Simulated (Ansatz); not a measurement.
Geometry optimisation, RKS PBE0-D4/6-31G* in Ansatz.

Input file:

```yaml
crystal:
  periodic: [false, false, false]
  atoms:
    - { symbol: Al, position_ang: [-0.15941, -0.680339, -0.326959] }
    - { symbol: H, position_ang: [0.121445, 0.240045, 2.260591] }
    - { symbol: F, position_ang: [1.313124, 0.04549, -0.504308] }
    - { symbol: Cl, position_ang: [-1.820574, 0.29716, -1.149889] }
    - { symbol: P, position_ang: [-0.423528, -2.649067, 0.805868] }
    - { symbol: H, position_ang: [-0.756786, -3.428271, -0.337404] }
    - { symbol: H, position_ang: [0.958084, -2.983774, 0.773125] }
    - { symbol: H, position_ang: [-0.135156, -0.415346, 2.160876] }
basis:
  gaussian: { orbitals: "6-31G*" }
hamiltonian:
  xc: pbe0
  dispersion: d4
relax:
  f_tol: 0.03
  max_steps: 50
output:
  orbitals: {}
```

Command:

```bash
$ ansatz run input.yaml --threads 1 --pin off --max-ram 2048MiB --backend cpu --events-out ev --progress --plain --runs-dir out
```

**Question.** Where does it end, and by what steps?

**Answer.** It converged. After 11 steps the energy has fallen by 0.130 eV; H8 moved furthest, 0.69 Å.

| step | energy less start (eV) | largest force component (eV/Å) | accepted |
| --- | --- | --- | --- |
| 0 | 0.0000 | 1.439 | yes |
| 1 | -0.0725 | 0.368 | yes |
| 2 | -0.0863 | 0.385 | yes |
| 3 | -0.0913 | 0.185 | yes |
| 4 | -0.0974 | 0.250 | yes |
| 5 | -0.1034 | 0.295 | yes |
| 6 | -0.1069 | 0.355 | yes |
| 7 | -0.1155 | 0.252 | yes |
| 8 | -0.1237 | 0.173 | yes |
| 9 | -0.1277 | 0.145 | yes |
| 10 | -0.1292 | 0.137 | yes |
| 11 | -0.1304 | 0.023 | yes |

```xyz
8
Properties=species:S:1:pos:R:3
Al -0.052 -0.791 -0.105
H 0.134 0.514 2.051
F 1.395 0.004 -0.187
Cl -1.737 0.185 -0.885
P -0.204 -2.930 0.748
H -0.975 -3.385 -0.358
H 1.040 -3.338 0.190
H -0.503 0.168 2.229
```

Run time: 44 s on 1 thread of Arm Neoverse V2, on a shared host, peak memory 0.16 GiB.
